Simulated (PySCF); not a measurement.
# Single point on LiI

State: ¹Σ⁺ (singlet), closed shell.

An equivalent input (the run itself took its basis sets from the Basis Set Exchange, started from a PBE0 density and held the occupation σ 6α 6β, πx 3α 3β, πy 3α 3β, δx 1α 1β, δy 1α 1β):

```python
from pyscf import gto, dft
mol = gto.M(atom='Li 0 0 0; I 0 0 2.395', basis={'Li': 'def2-TZVPP', 'I': 'def2-TZVPP'}, ecp={'I': 'def2-TZVPP'},
            charge=0, spin=0, verbose=4, symmetry='C2v')
mf = dft.UKS(mol, xc='MN15')
mf.grids.atom_grid = (80, 434)
mf.grids.prune = dft.gen_grid.treutler_prune
mf.irrep_nelec = {'A1': (7, 7), 'A2': (1, 1), 'B1': (3, 3), 'B2': (3, 3)}
mf.conv_tol = 1e-9
mf.max_cycle = 60
mf.diis_space = 10
mf.kernel()
```

The log (some set-up lines and the per-cycle HOMO/LUMO lines removed):

```
******** <class 'pyscf.dft.uks_symm.SymAdaptedUKS'> ********
method = SymAdaptedUKS
damping factor = 0
level_shift factor = 0
DIIS = <class 'pyscf.scf.diis.CDIIS'>
diis_start_cycle = 1
diis_space = 10
diis_damp = 0
SCF conv_tol = 1e-09
SCF conv_tol_grad = None
SCF max_cycles = 60
number electrons alpha = 14  beta = 14
Set gradient conv threshold to 3.16228e-05
init E= -304.580303202821
cycle= 1 E= -304.592752986773  delta_E= -0.0124  |g|= 0.12  |ddm|= 0.427
cycle= 2 E= -304.593629684153  delta_E= -0.000877  |g|= 0.0844  |ddm|= 0.208
cycle= 3 E= -304.595196599787  delta_E= -0.00157  |g|= 0.00768  |ddm|= 0.0986
cycle= 4 E= -304.595228435267  delta_E= -3.18e-05  |g|= 0.00127  |ddm|= 0.0133
cycle= 5 E= -304.595228887593  delta_E= -4.52e-07  |g|= 0.000371  |ddm|= 0.00137
cycle= 6 E= -304.595228926189  delta_E= -3.86e-08  |g|= 5.79e-05  |ddm|= 0.000769
cycle= 7 E= -304.595228928055  delta_E= -1.87e-09  |g|= 5.16e-06  |ddm|= 7.91e-05
cycle= 8 E= -304.59522892808  delta_E= -2.58e-11  |g|= 8.38e-07  |ddm|= 1.94e-05
Extra cycle  E= -304.595228928081  delta_E= -5.68e-13  |g|= 6.93e-07  |ddm|= 2.21e-06
converged SCF energy = -304.595228928081  <S^2> = 0  2S+1 = 1
```

Repeating this along the bond gives Re = 2.413 Å and ωe = 480 cm⁻¹.

A point of this curve took 1.6 CPU seconds beside 0.27 for the integrals (shared host).

Spin–orbit coupling is left out.
